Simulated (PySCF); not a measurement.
**MO cations for M along the second period**

CCSD(T) with triple-zeta basis sets in PySCF, for the lowest determinant that a PBE0 search found; no spin–orbit coupling. De refers to high-spin ground-configuration atoms (the charge goes to the atom of lower measured ionisation energy or higher electron affinity, which is not always the lowest computed limit).

```csv
M,basis,"reference, frozen orbitals",charged atom,state (unpaired electrons),Re (Å),ωe (cm⁻¹),De (eV)
Be,cc-pVTZ,"UHF, 1",Be+,doublet (π ↑),1.427,1269,3.81
B,def2-TZVPPD,"RHF, 2",B+,singlet (closed shell),1.214,1769,3.37
C,cc-pVTZ,"ROHF, 2",C+,doublet (σ ↑),1.123,2191,8.20
N,def2-TZVPPD,"RHF, 2",O+,singlet (closed shell),1.068,2362,10.48
O,def2-TZVPPD,"UHF, 2",O+,doublet (π ↑),1.121,1909,6.34
```

The shortest bond is that of NO⁺ (1.068 Å), the longest that of BeO⁺ (1.427 Å). NO⁺ is bound most strongly (10.48 eV) and BO⁺ least (3.37 eV).

The rows differ in basis set, which adds steps of its own.

The state changes along the series, so neighbouring rows are not always alike in their bonding.

Correlated steps freeze the inner cores (1 to 2 orbitals); shallow outer-core shells are correlated. UHF and ROHF references stand side by side, which adds small steps between rows. For an ion De counts to the pair picked by the measured ionisation energies or electron affinities, which need not be the lowest pair at this level. Where the molecule has an RHF reference, its open-shell atoms are computed with UHF. The CCSD T1 diagnostic is raised in BO⁺, a sign that a single reference may not be enough there. States were picked by a PBE0 search and need not be the measured ground states.
